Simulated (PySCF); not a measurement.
## Gas-phase XPS of (Br2B-mu-PH2)2, computed

(Br2B-mu-PH2)2.
Z-matrix (Å and degrees, PBE0-D3(BJ)/def2-SVP geometry), rows numbered from 1:
```
B 
Br  1  1.9763
Br  1  1.9781  2  117.36
P   1  2.0034  2  111.99  3  -131.35
B   4  2.0050  1   91.96  2  -112.24
Br  5  1.9771  4  112.10  1  -113.81
Br  5  1.9768  4  111.81  1   111.88
P   5  2.0035  4   88.01  1    -0.85
H   4  1.4142  1  114.79  2   128.78
H   4  1.4143  1  115.66  2     7.67
H   8  1.4144  1  115.03  2  -128.93
H   8  1.4145  1  115.70  2    -7.40
```

Method used: PySCF, delta-SCF UKS SCAN, pcX-2 on the ionised atom, pcseg-1 elsewhere, spin-free X2C. These are vertical core ionisation energies against the vacuum level, from separate self-consistent calculations with and without the core hole.

Q: Give the core binding energies atom by atom.

A: 
```json
{"atom(s)": "P4/P8", "environment": "phosphorus bonded to 2 B and 2 H", "level": "P 2p3/2", "binding energy (eV)": "137.62", "2p1/2 (eV)": "138.51", "count": "2"}
{"atom(s)": "B1/B5", "environment": "boron bonded to 2 Br and 2 P", "level": "B 1s", "binding energy (eV)": "197.27", "2p1/2 (eV)": "–", "count": "2"}
{"atom(s)": "P4/P8", "environment": "phosphorus bonded to 2 B and 2 H", "level": "P 1s", "binding energy (eV)": "2151.15", "2p1/2 (eV)": "–", "count": "2"}
```

Q: Express the binding energy of B 1s of B1/B5 in atomic units and per mole.

A: 197.27 eV = 7.2495 Eh = 19034 kJ/mol.

The first atom of each set that the bonding makes equivalent was ionised and stands for the set. Spin–orbit and ligand-field terms were added within each 2p shell after the spin-free SCF. 2p1/2 minus 2p3/2 (ligand field included): P 0.89 eV. No level of bromine is listed. One conformer (not necessarily the lowest) at the PBE0-D3(BJ)/def2-SVP geometry, without solvent, vibrations or thermal averaging.
